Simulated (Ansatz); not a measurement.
System: sum formula ZnO$_{2}$H$_{2}$, net charge 0, singlet state. SMILES: [OH][Zn][OH]
Structure (B3LYP-D3(BJ)/def2-TZVP (Ansatz, an electronic-structure program) minimum search):
```
Zn
O 1 1.7762
H 2 0.9619 1 114.82
O 1 1.7762 2 174.21 3 -135.97
H 4 0.9619 1 114.82 2 -135.97
```

Wanted: atomisation energy (electronic, to ground-state atoms), in eV. Correlated levels leave the core frozen unless marked. UHF or UKS for open shells. No spin-orbit coupling. Frozen are the shells of the preceding noble gas and the d and f shells that filled before the atom's block. No relativistic terms. The coupled-cluster limit lacks core correlation, which all-electron functionals hold. CBS(X,Y): correlation extrapolated as X^-3; Hartree-Fock from the larger set. The bracket is a focal-point correction in the basis named.

| level | program | atomisation energy (eV) |
|---|---|---|
| PBE-D4/def2-TZVPD | Ansatz + dftd4 | 15.85 |
| B3LYP-D4/def2-TZVPD | Ansatz + dftd4 | 15.18 |
| PBE0/def2-QZVPP | Ansatz | 15.33 |
| HSE06/def2-TZVPD | Ansatz | 15.16 |
| LC-wPBE-D3(BJ)/def2-TZVPD | Ansatz + dftd3 | 15.77 |
| RI-MP2/def2-TZVPPD | Ansatz | 16.06 |
| RI-MP2/CBS(def2-TZVPPD,def2-QZVPPD)+[CCSD(T)-MP2]/def2-TZVPPD | Ansatz | 15.70 |
